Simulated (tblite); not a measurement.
C₉H₁₁N.
Numbering: `[CH3:1]/[CH:2]=[CH:3]\[CH2:4][c:5]1[cH:6][cH:7][n:8][cH:9][cH:10]1` (hydrogens: H11, H12, H13 on C1; H14 on C2; H15 on C3; H16, H17 on C4; H18 on C6; H19 on C7; H20 on C9; H21 on C10)

Computed with GFN2-xTB (tblite), gas phase: L-BFGS steps from a force-field or distance-geometry start until the largest atomic force falls under 0.01 eV/Å.

At the end of the run (lengths in Å): C4–H17 1.093, N8–C9 1.322, C9–H20 1.083, C4–C5 1.503, C7–N8 1.323, C2–H14 1.083, C1–H11 1.086, C2–C3–C4 127.4°, C7–N8–C9 117.7°, C1–C2–C3 128.0°, C4–C5–C6 120.9°, C1–C2–C3–C4 1°, C2–C3–C4–C5 114°, C3–C4–C5–C6 -82°, H14–C2–C1–H11 180°, H11–C1–C2–C3 0°.

**Question.** These geometries were met on the way; a selection of coordinates is given. Order them by energy above the end point, lowest first.
A. C4–H17 1.140, N8–C9 1.356, C9–H20 1.086, C4–C5 1.476, C7–N8 1.348, C2–H14 1.107, C1–H11 1.109, C2–C3–C4 122.6°, C7–N8–C9 122.2°, C1–C2–C3 124.0°, C4–C5–C6 122.8°, C1–C2–C3–C4 3°, C2–C3–C4–C5 119°, C3–C4–C5–C6 -90°, H14–C2–C1–H11 -139°, H11–C1–C2–C3 38°
B. C4–H17 1.094, N8–C9 1.324, C9–H20 1.110, C4–C5 1.495, C7–N8 1.331, C2–H14 1.090, C1–H11 1.097, C2–C3–C4 123.6°, C7–N8–C9 121.2°, C1–C2–C3 124.5°, C4–C5–C6 123.9°, C1–C2–C3–C4 1°, C2–C3–C4–C5 118°, C3–C4–C5–C6 -88°, H14–C2–C1–H11 -141°, H11–C1–C2–C3 37°
C. C4–H17 1.077, N8–C9 1.328, C9–H20 1.087, C4–C5 1.501, C7–N8 1.324, C2–H14 1.078, C1–H11 1.085, C2–C3–C4 124.1°, C7–N8–C9 118.2°, C1–C2–C3 125.2°, C4–C5–C6 124.5°, C1–C2–C3–C4 0°, C2–C3–C4–C5 119°, C3–C4–C5–C6 -87°, H14–C2–C1–H11 -143°, H11–C1–C2–C3 35°
D. C4–H17 1.095, N8–C9 1.322, C9–H20 1.084, C4–C5 1.507, C7–N8 1.322, C2–H14 1.082, C1–H11 1.086, C2–C3–C4 125.3°, C7–N8–C9 118.0°, C1–C2–C3 125.2°, C4–C5–C6 123.5°, C1–C2–C3–C4 0°, C2–C3–C4–C5 120°, C3–C4–C5–C6 -87°, H14–C2–C1–H11 -148°, H11–C1–C2–C3 34°
E. C4–H17 1.098, N8–C9 1.322, C9–H20 1.077, C4–C5 1.493, C7–N8 1.323, C2–H14 1.081, C1–H11 1.089, C2–C3–C4 125.0°, C7–N8–C9 117.2°, C1–C2–C3 125.5°, C4–C5–C6 124.6°, C1–C2–C3–C4 0°, C2–C3–C4–C5 119°, C3–C4–C5–C6 -87°, H14–C2–C1–H11 -146°, H11–C1–C2–C3 33°

**Answer.** D (0.037 eV), E (0.064 eV), C (0.115 eV), B (0.240 eV), A (0.438 eV).

| step | E above end (eV) | rms distance from the end, all atoms (Å) | largest force (eV/Å) | rms shift of all bonds from the end (Å) |
| --- | --- | --- | --- | --- |
| 11 | 0.037 | 0.235 | 0.114 | 0.002 |
| 6 | 0.064 | 0.241 | 0.245 | 0.004 |
| 3 | 0.115 | 0.244 | 0.564 | 0.006 |
| 1 | 0.240 | 0.249 | 1.116 | 0.011 |
| 0 | 0.438 | 0.251 | 2.395 | 0.019 |

Rows stand in the order of the answer.
